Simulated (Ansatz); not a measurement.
Relaxation of CH₄Cl₂Sn (8 atoms, charge 0, multiplicity 1), to a largest force component of 0.03 eV/Å in at most 50 steps.

Theory: RKS PBE0/def2-SVP (Ansatz 0.2.0).

```xyz
8
Properties=species:S:1:pos:R:3
Sn -0.006 -0.077 0.260
H 0.453 0.138 1.896
Cl 2.373 -0.083 0.136
Cl -0.866 1.876 -0.720
C -0.943 -1.745 -0.677
H -1.490 -2.330 0.078
H -1.638 -1.375 -1.444
H -0.161 -2.364 -1.139
```

Question: Where does it end, and by what steps?

Answer: It converged. After 4 steps the energy has fallen by 0.469 eV; H2 moved furthest, 0.46 Å.

```csv
step,energy less start (eV),largest force component (eV/Å),accepted
0,0.0000,1.142,yes
1,-0.3156,0.568,yes
2,-0.4513,0.270,yes
3,-0.4655,0.116,yes
4,-0.4694,0.022,yes
```

```xyz
8
Properties=species:S:1:pos:R:3
Sn 0.093 -0.079 0.310
H 0.002 0.120 2.003
Cl 2.377 -0.164 -0.245
Cl -0.759 1.888 -0.657
C -0.877 -1.727 -0.632
H -1.435 -2.311 0.112
H -1.564 -1.332 -1.391
H -0.114 -2.356 -1.110
```

Whether the end is a true minimum wasn't checked by a vibrational analysis.

The run took 17 s on 2 threads of Arm Neoverse V1, on a shared host, peak memory 0.22 GiB.
